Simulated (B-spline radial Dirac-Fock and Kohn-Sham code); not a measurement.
# The K-LL Auger spectrum of Bi⁺

System: bismuth as Bi⁺ in the configuration [Xe] 4f14 5d10 6s2 6p2, inside a Watson sphere of charge -1 and radius 2.2 Å (a model of the Madelung potential; inside it an electron's potential energy is raised by 6.5 eV).

These are calculated numbers from a B-spline atomic structure program; the model is ΔSCF Dirac-Fock with Breit, self-energy and vacuum polarisation, finite nucleus, configuration average. The two-hole levels come from diagonalising the Coulomb interaction among the jj configurations; intensities are independent-particle Coulomb rates. Kinetic energies are from the vacuum level. Correlation and solid-state effects are left out. Open outer shells are spectators and are not coupled to the holes. The rates lack the Breit term, which in heavy atoms raises K-L1L1 and K-L1L2. Labels follow the leading weight; the literature often keeps the label of the LS limit.

```
kinetic energy (eV)  J  leading jj holes (weight)  leading LS term (weight)  intensity (%)
            57453.8  0                L1L1 (1.00)                ¹S0 (1.00)           13.5
            58138.5  1                L1L2 (1.00)                ³P1 (0.64)           18.8
            58186.9  0                L1L2 (1.00)                ³P0 (1.00)            3.0
            58744.5  0                L2L2 (1.00)                ³P0 (0.66)            2.5
            60410.0  1                L1L3 (1.00)                ¹P1 (0.64)           11.6
            60504.7  2                L1L3 (1.00)                ³P2 (1.00)            3.1
            61085.2  2                L2L3 (1.00)                ¹D2 (0.68)           34.9
            61114.4  1                L2L3 (1.00)                ³P1 (1.00)            0.2
            63357.2  0                L3L3 (1.00)                ¹S0 (0.66)            1.4
            63415.3  2                L3L3 (1.00)                ³P2 (0.68)           11.0
```

The strongest line, by its leading LS label ¹D2, lies at 61085.2 eV. The mean weight of the leading component is 1.00 in jj and 0.79 in LS coupling, so jj labels describe these levels better.
